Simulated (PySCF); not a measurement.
CH5S, SMILES C[SH2+], charge +1. Geometry: B3LYP-D3(BJ)/def2-TZVP. The isomer is the one that the SMILES or the coordinates give; other isomers of the formula were not compared.

The numbers are results of B3LYP-D3(BJ)/def2-TZVP (PySCF), not measurements.

Harmonic wavenumbers (cm⁻¹): 239, 633, 750, 779, 1059, 1110, 1205, 1371, 1458, 1460, 2614, 2624, 3069, 3166, 3192. Rotational constants (GHz): 75.37, 12.19, 12.06; symmetry number 1.

Task: Work out the zero-point energy and the ideal-gas rigid-rotor harmonic-oscillator thermochemistry at 298.15 K and 1 atm.

Result: ZPE = ½ Σ hcν = ½ × 24729 cm⁻¹ = 35.35 kcal/mol. H − E(el) = 38.30 kcal/mol. Entropy in cal/(mol K): translation 37.60, rotation 20.90, vibration 2.90, total 61.40. G − E(el) = 19.99 kcal/mol. Cp = 13.20 cal/(mol K).
